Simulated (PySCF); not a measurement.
**Dipole response of Ta³⁺ (tantalum, charge +3)**

[Xe] 4f14 5d2, high-spin 3F determinant. All numbers are calculated (PySCF 2.14, scalar relativity through the core potential, in aug-cc-pVTZ-PP with ECP60MDF (6s6p5d3f2g, 88 functions)). Coupled (time-dependent) response in atomic units; α is the mean over directions.

| method | mean α (bohr³) | C₆ (like pair) | S(−4) |
| --- | --- | --- | --- |
| UHF | 6.923 | 31.33 | 19.03 |
| PBE | 7.413 | 33.38 | 24.91 |
| PBE0 | 7.197 | 32.48 | 22.22 |

S(−4) is the Cauchy moment in α(ω) = α(0) + S(−4) ω² + …

Spin-orbit coupling is absent.

α(iu) at UHF:

| u (hartree) | α(iu) (bohr³) |
| --- | --- |
| 0 | 6.923 |
| 0.0500 | 6.876 |
| 0.100 | 6.743 |
| 0.200 | 6.295 |
| 0.300 | 5.752 |
| 0.500 | 4.743 |
| 0.750 | 3.784 |
| 1.00 | 3.077 |
| 1.50 | 2.122 |
| 2.00 | 1.525 |
| 3.00 | 0.8694 |
| 5.00 | 0.3740 |

A single London oscillator, α(iu) = α/(1 + u²/ω²), gives C₆ = (3/4) ω α². Matching the computed C₆ needs ω = 4 × 31.33 / (3 × 6.923²) = 0.872 hartree.

For an ion, C₆ is the dispersion term alone; charge-induced terms of lower order in 1/R come first.

Energies and moments cover only the electrons outside the core potential. Spin-orbit coupling, absent here, splits the open shell strongly.
